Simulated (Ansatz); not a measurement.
Ansatz (a program for electronic structure) input:

Ansatz 0.2 input:
```yaml
crystal:
  periodic: [false, false, false]
  atoms:
    - {symbol: Si, position_ang: [0.42876418, -0.00357305, 0.04681351]}
    - {symbol: C, position_ang: [-1.34812286, 0.00913934, 0.02567880]}
    - {symbol: Br, position_ang: [1.21266173, 1.98615016, 0.87786257]}
    - {symbol: Br, position_ang: [2.06522592, -0.33311562, -1.65138182]}
    - {symbol: Br, position_ang: [1.17930517, -1.57900735, 1.53611977]}
    - {symbol: H, position_ang: [-1.82241271, -0.93876901, -0.20806430]}
    - {symbol: H, position_ang: [-1.80624250, 0.82142442, -0.52953309]}
basis:
  gaussian:
    orbitals: def2-TZVP
hamiltonian:
  xc: b3lyp
  dispersion: d3bj
total_charge: -1
relax: {f_tol: 0.002, max_steps: 150}
```

**Question.** What final total energy does it print?

**Answer.** -8051.59491 Eh (B3LYP-D3(BJ)/def2-TZVP). The basis has 224 functions. The run takes roughly 2.0 core-minutes.

It need not be the lowest isomer of its formula. Whether it binds its extra electron was not tested at this geometry.
